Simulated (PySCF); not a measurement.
## Simulated absorption spectrum

Compound: C5H13NSi.
InChI=1S/C5H13NSi/c1-2-3-5-4-7(5)6/h5,7H,2-4,6H2,1H3/t5-,7-/m1/s1

Method used: TDDFT PBE0/def2-SVPD, vertical, gas phase, core orbitals frozen in the response in PySCF. Geometry: GFN2-xTB, one conformer, isolated molecule. Torsions of this conformer, `[CH3:1][CH2:2][CH2:3][C@@H:4]1[CH2:5][Si@H:6]1[NH2:7]`: C1–C2–C3–C4 -179°, C2–C3–C4–C5 164°, H–N7–Si6–C5 149°, H–N7–Si6–C5 13°.

Computed states:

| state | E (eV) | f |
| --- | --- | --- |
| S1 | 5.40 | 0.023 |
| S2 | 5.91 | 0.028 |
| S3 | 6.02 | 0.065 |
| S4 | 6.36 | 0.017 |
| S5 | 6.84 | 0.011 |
| S6 | 6.92 | 0.050 |

Each state is given a Gaussian of 0.4 eV full width at half maximum, with ε(max) = 2.175×10⁸ f / Δν̃ (Δν̃ the width in cm⁻¹). The width is an assumption, not a result. The curve ends short of the highest state used, and states not computed would add to its high-energy end.

(1) Give the broadened spectrum and its maxima.

(2) On this curve, what absorbance would a 10⁻³ mol/L sample give at 248 nm over a 1 cm path?

(3) Coming from long wavelengths, where does ε first pass 100 L mol⁻¹ cm⁻¹?

## Answers

(1) 
```
E (eV)  ε (L mol⁻¹ cm⁻¹)
  4.80                 3
  4.84                 7
  4.89                17
  4.93                34
  4.97                63
  5.02               127
  5.06               209
  5.10               325
  5.15               522
  5.19               718
  5.23               933
  5.28              1198
  5.32              1377
  5.36              1500
  5.41              1555
  5.45              1522
  5.49              1443
  5.54              1334
  5.58              1298
  5.62              1358
  5.67              1631
  5.71              2036
  5.76              2767
  5.80              3488
  5.84              4259
  5.89              5159
  5.93              5716
  5.97              6046
  6.02              6078
  6.06              5808
  6.10              5328
  6.15              4552
  6.19              3894
  6.23              3276
  6.28              2620
  6.32              2200
```

Maxima: 229 nm (5.41 eV), ε about 1600, made up of S1 (98%); 207 nm (6.00 eV), ε about 6100, made up of S2 (27%) and S3 (71%) (ε in L mol⁻¹ cm⁻¹; maxima over ε = 5, shares over 10%).

(2) 248 nm is 4.999 eV, where ε is about 96 L mol⁻¹ cm⁻¹, so A = ε c l ≈ 0.096 (Beer–Lambert, with the gas-phase spectrum and the assumed width).

(3) At about 248 nm (5.00 eV), 0.40 eV below S1.
